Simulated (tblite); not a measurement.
Species: sulfur hexafluoride, SF6.
SMILES: `FS(F)(F)(F)(F)F`

Method: GFN2-xTB as coded in tblite; computed harmonic values from a numerical Hessian at the method's own geometry, unscaled. Against measured fundamentals such values can be off by several per cent, at times by over 20.

Harmonic wavenumbers (cm⁻¹): 254.6, 254.8, 255.1, 388.8, 388.9, 388.9, 452.5, 452.6, 452.9, 535.2, 575.7, 575.8, 823.8, 824.0, 824.2.

A = 2630, B = 2629, C = 2628 MHz; mass 145.962 u (most abundant isotopes); point group Oh, symmetry number 24.

Q: What is the zero-point energy?

A: ½Σν̃ = 3724 cm⁻¹ = 44.55 kJ/mol.

Q: Give the ideal-gas entropy at 298.15 K and 1 bar in the rigid-rotor, harmonic-oscillator model (classical rotation).

A: Translation 171.01, rotation 87.68, vibration 52.70: S = 311.4 J/(mol K).

Q: And Cp and H(298.15 K) − H(0)?

A: Cp = 112.70 J/(mol K), of which vibrations give 79.44 (their classical limit is 15 R = 124.7); H(298.15 K) − H(0) = 20.28 kJ/mol without the zero-point energy, 10.36 from vibrations.

Q: What must be added to the electronic energy to get the Gibbs energy at 298.15 K and 1 bar?

A: ZPE + [H(298.15 K) − H(0)] − T·S = 44.55 + 20.28 − 92.84 = -28.01 kJ/mol.

Q: How do the functions run with temperature in this model?

A: 
```json
{"T (K)": "150", "S (J/(mol K))": "249.4", "Cp (J/(mol K))": "67.7", "H − H(0) (kJ/mol)": "6.52", "G − H(0) (kJ/mol)": "-30.89", "ln q(vib)": "0.40"}
{"T (K)": "250", "S (J/(mol K))": "292.5", "Cp (J/(mol K))": "101.6", "H − H(0) (kJ/mol)": "15.11", "G − H(0) (kJ/mol)": "-58.02", "ln q(vib)": "1.50"}
{"T (K)": "400", "S (J/(mol K))": "346.9", "Cp (J/(mol K))": "128.4", "H − H(0) (kJ/mol)": "32.63", "G − H(0) (kJ/mol)": "-106.14", "ln q(vib)": "3.62"}
{"T (K)": "600", "S (J/(mol K))": "402.2", "Cp (J/(mol K))": "143.0", "H − H(0) (kJ/mol)": "59.99", "G − H(0) (kJ/mol)": "-181.32", "ln q(vib)": "6.44"}
{"T (K)": "900", "S (J/(mol K))": "461.9", "Cp (J/(mol K))": "150.9", "H − H(0) (kJ/mol)": "104.28", "G − H(0) (kJ/mol)": "-311.46", "ln q(vib)": "10.09"}
```

q(vib) and H(0) count from the zero-point level.

Q: Which modes carry the vibrational entropy at 298.15 K?

A: 254.6 cm⁻¹: 7.11; 254.8 cm⁻¹: 7.10; 255.1 cm⁻¹: 7.09; 388.8 cm⁻¹: 4.20; 388.9 cm⁻¹: 4.20; 388.9 cm⁻¹: 4.20 J/(mol K); the other 9 give 18.79 together.

Hindered rotation and anharmonicity are outside this model.

Hardware: one thread, x86-64 server, no GPU (shared host). The figure is for the frequency step alone.
